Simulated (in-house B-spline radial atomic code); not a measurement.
Configurations of Ir³⁺, with energies counted from [Xe] 4f14 5d6. Method: Dirac-Hartree-Fock, average of configuration, Fermi nucleus of rms radius 5.4032 fm. Calculated with a radial B-spline atomic code at the basis-set limit. Energies include first-order Breit, QED and recoil terms.

Occupations are held fixed; configurations that lie above the ionisation limit could autoionise.

| configuration | E - E(ref) (eV) | highest orbital | its <r> (bohr) |
| --- | --- | --- | --- |
| [Xe] 4f14 5d5 6s1 | 6.5286 | 6s1/2 | 2.421 |
| [Xe] 4f14 5d5 6p1 | 15.1 | 6p3/2 | 3.004 |
| [Xe] 4f14 5d5 7f1 | 35.698 | 7f5/2 | 11.25 |
| [Xe] 4f14 5d5 9g1 | 39.36 | 9g7/2 | 27.77 |
| [Xe] 4f13 5d6 6s1 | 68.863 | 6s1/2 | 2.384 |
| [Xe] 4f13 5d6 9s1 | 97.94 | 9s1/2 | 11.62 |
| [Xe] 4f13 5d6 6g1 | 98.938 | 6g7/2 | 10.94 |

Problem. Order these further configurations by energy, lowest first.
A. [Xe] 4f14 5d5 6f1
B. [Kr] 4d10 4f14 5s2 5p5 5d6 8g1
C. [Kr] 4d10 4f14 5s2 5p5 5d7
D. [Kr] 4d10 4f14 5s2 5p5 5d6 8f1
E. [Kr] 4d10 4f14 5s2 5p5 5d6 8s1

Solution. A (32.857 eV), C (54.164 eV), E (86.445 eV), D (92.279 eV), B (93.538 eV).

Problem. How far above the reference does [Kr] 4d10 4f14 5s2 5p5 5d6 6s1 lie?

Solution. 61.025 eV; its least bound orbital is 6s1/2 with <r> = 2.4 bohr.

Problem. How far above the reference does [Xe] 4f13 5d6 6p1 lie?

Solution. 77.649 eV; its least bound orbital is 6p3/2 with <r> = 2.96 bohr.
